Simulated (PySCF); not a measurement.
PySCF input file for C₃H₈Si₂, SMILES C1[SiH2][SiH2]C1=C, TDA-PBE/def2-SVPD. Geometry: B3LYP-D3(BJ)/def2-SVP. The structure was generated by enumeration, and PubChem lists no compound with its InChIKey, so it may never have been made.

```python
import numpy as np
from pyscf import gto, scf, dft, tdscf

mol = gto.M(
    atom='''
    C    -1.54147064    1.72048354    0.42708927
    C    -0.67720226    0.83550456   -0.08551148
    C     0.81209026    1.07642220   -0.33177520
    Si    1.43349489   -0.65524011    0.25457558
    Si   -0.82149985   -1.05652181   -0.27241378
    H    -2.57836995    1.45036492    0.65039119
    H    -1.24468145    2.75294951    0.65090698
    H     1.21706827    1.98084937    0.15040946
    H     1.01622662    1.15138513   -1.41645480
    H     1.72533834   -0.67743746    1.71747189
    H     2.58271234   -1.24343681   -0.49440593
    H    -1.79760729   -1.75071999    0.61628968
    H    -1.04912175   -1.49374974   -1.68368944
    ''',
    basis='def2-SVPD',
    charge=0,
    spin=0,
    max_memory=1600,
    verbose=4,
)
mf = dft.RKS(mol, xc='pbe').density_fit(auxbasis='def2-universal-jkfit')
mf.grids.level = 3
mf.conv_tol = 1e-9
mf.max_cycle = 100
mf.kernel()
mf.grids = dft.Grids(mol).set(level=1).build(with_non0tab=True)  # coarser grid for the response kernel
td = tdscf.TDA(mf)
td.singlet = True
td.nstates = 10
td.conv_tol = 1e-4
td.positive_eig_threshold = 1e-6
td.kernel(x0=td.get_init_guess(mf, 15))
td.analyze()
tt = tdscf.TDA(mf)
tt.singlet = False
tt.nstates = 4
tt.conv_tol = 1e-4
tt.positive_eig_threshold = 1e-6
tt.kernel(x0=tt.get_init_guess(mf, 9))
tt.analyze(verbose=3)
```

Log of the run:

```
PySCF version 2.14.0

[INPUT] verbose = 4
[INPUT] num. atoms = 13
[INPUT] num. electrons = 54
[INPUT] charge = 0
[INPUT] spin (= nelec alpha-beta = 2S) = 0
[INPUT] symmetry False subgroup None
[INPUT] Mole.unit = angstrom
[INPUT] Symbol           X                Y                Z      unit          X                Y                Z       unit  Magmom
[INPUT]  1 C     -1.541470640000   1.720483540000   0.427089270000 AA   -2.912957338658   3.251242692422   0.807081751040 Bohr   0.0
[INPUT]  2 C     -0.677202260000   0.835504560000  -0.085511480000 AA   -1.279726802337   1.578874794225  -0.161593277706 Bohr   0.0
[INPUT]  3 C      0.812090260000   1.076422200000  -0.331775200000 AA    1.534628179827   2.034143152402  -0.626964262923 Bohr   0.0
[INPUT]  4 Si     1.433494890000  -0.655240110000   0.254575580000 AA    2.708912743064  -1.238224353730   0.481078124202 Bohr   0.0
[INPUT]  5 Si    -0.821499850000  -1.056521810000  -0.272413780000 AA   -1.552409727871  -1.996536865530  -0.514787436758 Bohr   0.0
[INPUT]  6 H     -2.578369950000   1.450364920000   0.650391190000 AA   -4.872413053309   2.740792479477   1.229061222930 Bohr   0.0
[INPUT]  7 H     -1.244681450000   2.752949510000   0.650906980000 AA   -2.352107052827   5.202320608656   1.230035924768 Bohr   0.0
[INPUT]  8 H      1.217068270000   1.980849370000   0.150409460000 AA    2.299925705198   3.743262803317   0.284232685944 Bohr   0.0
[INPUT]  9 H      1.016226620000   1.151385130000  -1.416454800000 AA    1.920389992292   2.175802559597  -2.676711639826 Bohr   0.0
[INPUT] 10 H      1.725338340000  -0.677437460000   1.717471890000 AA    3.260416934812  -1.280171265921   3.245551498739 Bohr   0.0
[INPUT] 11 H      2.582712340000  -1.243436810000  -0.494405930000 AA    4.880618981135  -2.349755024103  -0.934291802061 Bohr   0.0
[INPUT] 12 H     -1.797607290000  -1.750719990000   0.616289680000 AA   -3.396985457622  -3.308381301901   1.164618708596 Bohr   0.0
[INPUT] 13 H     -1.049121750000  -1.493749740000  -1.683689440000 AA   -1.982552778824  -2.822777907240  -3.181711920422 Bohr   0.0

nuclear repulsion = 268.098054249527
number of shells = 76
number of NR pGTOs = 254
number of NR cGTOs = 172
basis = def2-SVPD
ecp = {}


[settings echo left out]
init E= -697.445528490885
  HOMO = -0.28347822387546  LUMO = -0.119981411917293  gap/eV = 4.44897
cycle= 1 E= -697.274625908394  delta_E= 0.171  |g|= 0.469  |ddm|= 5.02
  HOMO = -0.138507242529698  LUMO = -0.0230412493269085  gap/eV = 3.14199
cycle= 2 E= -697.109716965014  delta_E= 0.165  |g|= 0.864  |ddm|= 2.06
  HOMO = -0.229671675392737  LUMO = -0.0615168516946412  gap/eV = 4.57573
cycle= 3 E= -697.337212903594  delta_E= -0.227  |g|= 0.109  |ddm|= 1.47
  HOMO = -0.230151706287631  LUMO = -0.0597031082983097  gap/eV = 4.63814
cycle= 4 E= -697.338903814714  delta_E= -0.00169  |g|= 0.0851  |ddm|= 0.277
  HOMO = -0.228825233286609  LUMO = -0.0593393161743059  gap/eV = 4.61195
cycle= 5 E= -697.340838649262  delta_E= -0.00193  |g|= 0.0176  |ddm|= 0.144
  HOMO = -0.22964235941827  LUMO = -0.0598713817075769  gap/eV = 4.61970
cycle= 6 E= -697.340953379778  delta_E= -0.000115  |g|= 0.0044  |ddm|= 0.0412
  HOMO = -0.229463266848845  LUMO = -0.0597496021592705  gap/eV = 4.61814
cycle= 7 E= -697.340958472794  delta_E= -5.09e-06  |g|= 0.00128  |ddm|= 0.01
  HOMO = -0.229501737758319  LUMO = -0.0597676169326182  gap/eV = 4.61870
cycle= 8 E= -697.34095895321  delta_E= -4.8e-07  |g|= 0.000213  |ddm|= 0.00299
  HOMO = -0.229481632172123  LUMO = -0.0597469497717795  gap/eV = 4.61872
cycle= 9 E= -697.340958969047  delta_E= -1.58e-08  |g|= 6.26e-05  |ddm|= 0.000684
  HOMO = -0.229488745857692  LUMO = -0.0597546636508541  gap/eV = 4.61870
cycle= 10 E= -697.340958970538  delta_E= -1.49e-09  |g|= 9.39e-06  |ddm|= 0.00018
  HOMO = -0.229489635008913  LUMO = -0.0597552692488015  gap/eV = 4.61871
cycle= 11 E= -697.340958970563  delta_E= -2.55e-11  |g|= 4.97e-06  |ddm|= 3.68e-05
  HOMO = -0.229488513565689  LUMO = -0.0597543883123333  gap/eV = 4.61870
Extra cycle  E= -697.340958970549  delta_E= 1.42e-11  |g|= 7.76e-06  |ddm|= 2.46e-05
converged SCF energy = -697.340958970549
tot grids = 48144
Overwritten attributes  positive_eig_threshold  of <class 'pyscf.tdscf.rks.TDA'>


******** <class 'pyscf.tdscf.rks.TDA'> for <class 'pyscf.df.df_jk.DFRKS'> ********
nstates = 10 singlet
deg_eia_thresh = 1.000e-03
wfnsym = None
conv_tol = 0.0001
eigh lindep = 1e-12
eigh level_shift = 0
eigh max_cycle = 100


Excitation energies (eV)
[5.03845722 5.45668295 5.63413488 5.76089762 5.87704691 6.1453006
 6.24679689 6.32278615 6.41262329 6.49224755]

** Singlet excitation energies and oscillator strengths **
Excited State   1:      5.03846 eV    246.08 nm  f=0.0133
      26 -> 28       -0.66106
      27 -> 28        0.22621
Excited State   2:      5.45668 eV    227.22 nm  f=0.0026
      26 -> 29       -0.18976
      27 -> 29       -0.67359
Excited State   3:      5.63413 eV    220.06 nm  f=0.0961
      25 -> 28        0.40186
      26 -> 28       -0.15291
      27 -> 28       -0.46946
      27 -> 31        0.15669
      27 -> 32       -0.15887
Excited State   4:      5.76090 eV    215.22 nm  f=0.0136
      25 -> 28        0.40597
      27 -> 28        0.17805
      27 -> 30        0.52166
Excited State   5:      5.87705 eV    210.96 nm  f=0.0361
      25 -> 28        0.37900
      27 -> 28        0.23313
      27 -> 30       -0.46083
      27 -> 31       -0.11231
      27 -> 32        0.16977
Excited State   6:      6.14530 eV    201.75 nm  f=0.0604
      24 -> 28        0.12666
      25 -> 29        0.26327
      26 -> 29       -0.40072
      26 -> 30       -0.46038
      27 -> 29        0.11157
Excited State   7:      6.24680 eV    198.48 nm  f=0.0094
      24 -> 28        0.19273
      25 -> 29       -0.11955
      26 -> 29       -0.18118
      26 -> 30        0.21383
      27 -> 31       -0.57794
      27 -> 32       -0.11192
Excited State   8:      6.32279 eV    196.09 nm  f=0.0900
      24 -> 28       -0.25460
      26 -> 29        0.33786
      26 -> 30       -0.33997
      26 -> 31        0.13120
      27 -> 31       -0.30357
      27 -> 32       -0.23200
Excited State   9:      6.41262 eV    193.34 nm  f=0.0095
      25 -> 29       -0.62393
      26 -> 30       -0.21425
      26 -> 31        0.11108
      26 -> 32        0.12043
Excited State  10:      6.49225 eV    190.97 nm  f=0.0474
      23 -> 28        0.19112
      24 -> 28       -0.46102
      26 -> 29       -0.21211
      26 -> 31       -0.29406
      27 -> 32       -0.29221

** Transition electric dipole moments (AU) **
state          X           Y           Z        Dip. S.      Osc.
  1        -0.1721      0.2016      0.1939      0.1079      0.0133
  2         0.1338      0.0392     -0.0018      0.0195      0.0026
  3         0.4450     -0.6591     -0.2531      0.6964      0.0961
  4        -0.1464      0.2034      0.1823      0.0960      0.0136
  5        -0.3523      0.3200      0.1567      0.2511      0.0361
  6        -0.4620     -0.4187     -0.1104      0.4009      0.0604
  7        -0.0564     -0.1566     -0.1835      0.0614      0.0094
  8         0.7141     -0.1575      0.2153      0.5812      0.0900
  9        -0.1677     -0.1783      0.0267      0.0606      0.0095
 10        -0.5114     -0.1031     -0.1603      0.2978      0.0474

** Transition velocity dipole moments (imaginary part, AU) **
state          X           Y           Z        Dip. S.      Osc.
  1        -0.0003     -0.0006      0.0041      0.0000      0.0001
  2         0.0138      0.0079     -0.0112      0.0004      0.0013
  3         0.0105     -0.0301     -0.0064      0.0011      0.0034
  4        -0.0044      0.0135     -0.0147      0.0004      0.0013
  5        -0.0218      0.0261     -0.0251      0.0018      0.0055
  6        -0.0498     -0.0487     -0.0179      0.0052      0.0152
  7        -0.0164     -0.0009     -0.0185      0.0006      0.0018
  8         0.0899     -0.0147      0.0243      0.0089      0.0255
  9        -0.0167     -0.0175     -0.0028      0.0006      0.0017
 10        -0.0618     -0.0170     -0.0034      0.0041      0.0115

** Transition magnetic dipole moments (imaginary part, AU) **
state          X           Y           Z
  1         0.0607      0.1657      0.3837
  2         0.3547      0.1960     -0.5541
  3         0.3135     -0.0499     -0.0405
  4         0.3002     -0.4579     -0.5096
  5         0.5252      0.1119      0.3688
  6        -0.1045      0.1714      1.5053
  7        -0.2324      0.1205      0.7331
  8         0.0734     -0.2458     -0.6776
  9         0.3604     -0.1081     -0.2833
 10        -0.6135     -0.6026      0.2928


******** <class 'pyscf.tdscf.rks.TDA'> for <class 'pyscf.df.df_jk.DFRKS'> ********
nstates = 4 triplet
deg_eia_thresh = 1.000e-03
wfnsym = None
conv_tol = 0.0001
eigh lindep = 1e-12
eigh level_shift = 0
eigh max_cycle = 100


Excitation energies (eV)
[3.904369   4.6681756  5.14880482 5.23788111]

** Triplet excitation energies and oscillator strengths **
Excited State   1:      3.90437 eV    317.55 nm  f=0.0000
Excited State   2:      4.66818 eV    265.59 nm  f=0.0000
Excited State   3:      5.14880 eV    240.80 nm  f=0.0000
Excited State   4:      5.23788 eV    236.71 nm  f=0.0000
```

The run converged.
